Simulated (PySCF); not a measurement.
Cd: excitation energy

Cd [Kr] 4d10 5s2 (1S) → Cd [Kr] 4d10 5s1 6s1, s spin flipped, as a difference of total energies. All numbers are calculated (PySCF 2.14, the spin-free X2C one-electron Hamiltonian (Gaussian nucleus), in x2c-QZVPPall with one added diffuse shell each of s, p, d, f, g type (14s9p8d5f3g, 143 functions)). Correlated levels: valence: [Kr] frozen; valence and next inner shell: [Ar] 3d10 frozen. The calculations carry no spin-orbit coupling.

```json
{"method": "UHF", "excitation energy (eV)": "0.000"}
{"method": "LDA", "excitation energy (eV)": "0.000"}
{"method": "PBE", "excitation energy (eV)": "0.000"}
{"method": "PBE0", "excitation energy (eV)": "0.000"}
{"method": "r2SCAN", "excitation energy (eV)": "0.000"}
{"method": "TPSSh", "excitation energy (eV)": "0.000"}
{"method": "M06-2X", "excitation energy (eV)": "0.000"}
{"method": "TPSS", "excitation energy (eV)": "0.000"}
{"method": "MP2 (valence)", "excitation energy (eV)": "0.000"}
{"method": "SCS-MP2 (valence)", "excitation energy (eV)": "0.000"}
{"method": "MP2 (valence and next inner shell)", "excitation energy (eV)": "0.000"}
{"method": "SCS-MP2 (valence and next inner shell)", "excitation energy (eV)": "0.000"}
```

The upper determinant mixes two multiplicities, so it lies between the two terms.

The promoted electron is Rydberg-like, and one or two diffuse shells describe it only roughly, which tends to raise the upper state.
